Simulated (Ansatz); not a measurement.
GaCl2, SMILES [Ga]([Cl])[Cl], multiplicity 2.

Geometry optimised at PBE-D3(BJ)/def2-TZVP. The multiplicity is an assumed one; other spin states were not compared. The isomer is the one that the SMILES or the coordinates give; other isomers of the formula were not compared.

Two levels are set side by side: PBE/def2-TZVPD (Ansatz, a quantum-chemistry and plane-wave program) and CAM-B3LYP/def2-TZVPD (Ansatz). Energy differences of separate SCF runs at the same geometry; the states with an electron removed or added have multiplicity 1 and 1. Differences are taken from unrounded values.

| quantity | PBE |
|---|---|
| vertical ionisation energy (eV) | 9.15 |
| vertical electron affinity (eV) | 2.38 |

**Question.** These are the PBE values. What does CAM-B3LYP give? (The exact figures need the calculation; the answer reports its results.)

**Answer.** 
```json
[
 {"quantity": "vertical ionisation energy (eV)", "CAM-B3LYP": "9.48", "PBE minus CAM-B3LYP": "-0.33"},
 {"quantity": "vertical electron affinity (eV)", "CAM-B3LYP": "2.51", "PBE minus CAM-B3LYP": "-0.13"}
]
```
